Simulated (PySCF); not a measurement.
# Radial density of C (carbon, neutral)

UHF, [He] 2s2 2p1 3s1, high-spin 3P determinant (an excited configuration). Calculation: PySCF 2.14, in x2c-QZVPPall with one added diffuse shell each of s, p, d, f type (8s5p4d3f1g, 73 functions); the spin-free X2C one-electron Hamiltonian (Gaussian nucleus).

```csv
r (bohr),4πr²ρ (e/bohr),4πr²(ρα − ρβ)
0.00495,0.03847,0.0001
0.00832,0.1036,0.0003
0.0140,0.2720,0.0007
0.0236,0.6831,0.0019
0.0396,1.590,0.0044
0.0666,3.255,0.0093
0.112,5.383,0.0175
0.189,6.247,0.0340
0.317,4.089,0.0985
0.533,1.547,0.3212
0.897,1.871,0.6574
1.51,1.774,0.5457
2.54,0.4564,0.1701
4.27,0.2753,0.2674
7.18,0.08752,0.0875
12.1,9.952e-05,0.0001
```

Densities and radii are taken from the X2C orbitals without a picture-change correction, which distorts them close to the nucleus.

The outer electron is Rydberg-like, and this basis confines it to a smaller radius and binds it less than a complete one would.
